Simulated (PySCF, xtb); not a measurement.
FH6NOSi2, SMILES N([SiH2]O)[SiH2]F. One conformer was computed; it need not be the lowest.

Harmonic wavenumbers (cm⁻¹) from GFN2-xTB run with xtb at its own minimum, in rising order: 38, 66, 121, 222, 232, 287, 355, 527, 546, 562, 604, 722, 725, 749, 778, 797, 809, 825, 907, 1001, 1196, 2271, 2302, 2315, 2343, 3453, 3665.

Task: What does B3LYP-D3(BJ)/def2-SVP (PySCF) give at its own minimum? (The exact figures need the calculation; the answer reports its results.)

Result: 43, 57, 200, 227, 303, 330, 489, 591, 596, 740, 786, 827, 846, 864, 903, 923, 950, 962, 963, 989, 1203, 2232, 2264, 2275, 2280, 3558, 3863. Paired by order, the mean absolute difference is 83 cm⁻¹ and the zero-point energies are 40.6 and 43.3 kcal/mol.
